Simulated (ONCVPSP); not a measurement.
**selenium (Se), ONCV: configuration errors across variants**

ONCVPSP 4.0.1 input, shortened (lines: element, Z, core and valence counts, functional; n l f; lmax; l rc ep ncon nbas qcut; lloc lpopt rc5 dvloc0; l nproj debl; icmod fcfact rcfact), LDA (Perdew-Zunger), scalar-relativistic:

```
  Se 34.00    6    2        3      upf
    1    0    2.00
    2    0    2.00
    2    1    6.00
    3    0    2.00
    3    1    6.00
    3    2   10.00
    4    0    2.00
    4    1    4.00
    1
    0    1.20    0.00    3    7    4.50
    1    1.30    0.00    4    7    5.70
    4    3    0.80    2.00
    0    2    2.70
    1    3    1.90
    0    0.00    0.00
```

All-electron excitation energies from the reference (eV): (1) 4s2 4p3 11.009; (2) 4s2 4p2 31.567; (3) 4s2 4p1 62.723; (4) 4s1 4p4 22.593.

A true bound ghost makes a file unfit for plane-wave use even where its test errors are small: the radial tests pick states by their node count and pass the ghost by.

Errors AE − PS in meV (a dash: test not solved or not reliable):

| change | (1) | (2) | (3) | (4) | bound ghosts | GHOST(+) flags above zero |
| --- | --- | --- | --- | --- | --- | --- |
| base | 0.0 | +8.2 | +47 | +5.0 | s, p | s |
| p: qcut 3.3 | +0.1 | +8.6 | +47 | +6.4 | s, p | s, p |
| p: qcut 4.2 | +0.1 | +8.6 | +47 | +6.3 | s, p | s, p |
| p: qcut 4.9 | 0.0 | +8.2 | +47 | +5.0 | s, p | s, p |
| p: qcut 5.2 | 0.0 | +8.2 | +47 | +5.0 | s, p | s, p |
| p: qcut 5.8 | 0.0 | +8.2 | +47 | +5.0 | s, p | s |
| p: qcut 6.7 | +0.1 | +8.2 | +46 | +5.3 | s, p | s |
| p: qcut 7.4 | +0.1 | +8.2 | +46 | +5.7 | s, p | s, p |
| p: qcut 8.6 | +0.1 | +8.4 | +46 | +6.9 | s, p | s |

Question: Give the same row for: p: qcut 8.

Answer: +0.1, +8.3, +46, +6.2; bound ghosts: s, p; GHOST(+) flags above zero: s, p.
